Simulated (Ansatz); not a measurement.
Isomers of C$_{2}$H$_{4}$FNOSi, relaxed with PBE0-D4/def2-TZVP in Ansatz; electronic energies, one conformer each and not always the lowest. Functionals use def2-TZVPP; CBS adds triple-zeta CCSD(T) − MP2 to the MP2 limit of def2-TZVPP and def2-QZVPP.

Order them by energy at frozen-core CCSD(T)/CBS, lowest first. (An estimate is asked.)
A. `N#CC(O)(F)[SiH3]`
B. `FC1N=C[SiH2]O1`
C. `O[SiH]1CN=C1F`
D. `CO[SiH](F)C#N`
E. `N#COC(F)[SiH3]`
F. `O[SiH]1C=C(F)N1`
G. `N[Si]1(F)C=CO1`
H. `OC1(F)C=N[SiH2]1`

G (0.0 kJ/mol), D (20.9 kJ/mol), F (195.7 kJ/mol), B (265.9 kJ/mol), C (275.6 kJ/mol), A (413.1 kJ/mol), H (420.4 kJ/mol), E (482.5 kJ/mol).

How do B3LYP-D4, ωB97M-V, r2SCAN-D4, PBE-D4 place them (kJ/mol, against `N[Si]1(F)C=CO1`)? (Estimate.)

Computed: 
| isomer | B3LYP-D4 | ωB97M-V | r2SCAN-D4 | PBE-D4 |
| --- | --- | --- | --- | --- |
| `O[SiH]1CN=C1F` | 263.9 | 269.7 | 270.6 | 245.4 |
| `OC1(F)C=N[SiH2]1` | 405.3 | 411.1 | 416.9 | 385.8 |
| `CO[SiH](F)C#N` | 15.4 | 31.2 | 42.9 | 44.8 |
| `N#CC(O)(F)[SiH3]` | 393.2 | 408.8 | 416.1 | 389.7 |
| `O[SiH]1C=C(F)N1` | 185.8 | 188.0 | 183.3 | 169.4 |
| `FC1N=C[SiH2]O1` | 251.1 | 260.9 | 261.0 | 244.0 |
| `N#COC(F)[SiH3]` | 453.3 | 475.4 | 477.8 | 449.7 |

B3LYP here is the variant with VWN-RPA as its local correlation; programs differ in this.
